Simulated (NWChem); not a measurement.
# AlH2O2Cl; SMILES [OH][Al]([OH])[Cl]

```xyz
6

Al    -0.0391     0.4280     0.0000
Cl     0.2004    -1.6485     0.0000
O     -1.6142     1.0327     0.0000
H     -1.8398     1.9640     0.0000
O      1.2896     1.4747     0.0000
H      2.2097     1.2071     0.0000
```
Atoms are numbered in this order, from 1.

STO-3G and 3-21G are far too small for this property and stand as cheap habits. The geometry was optimised at PBE0/def2-SVP.

Question: Give the principal values of the shielding tensors (ppm) of Al1, Cl2, O3, O5 from Hartree-Fock/STO-3G, GIAO (NWChem), with their diamagnetic and paramagnetic parts as GIAO splits them.

Answer: 
```tsv
atom	σ11	σ22	σ33	isotropic	diamagnetic	paramagnetic
Al1	482.0	488.7	537.7	502.8	780.2	-277.4
Cl2	1117.5	1231.7	1310.8	1220.0	1131.2	88.7
O3	356.8	434.0	459.4	416.8	381.3	35.5
O5	348.2	423.1	451.0	407.4	381.6	25.8
```
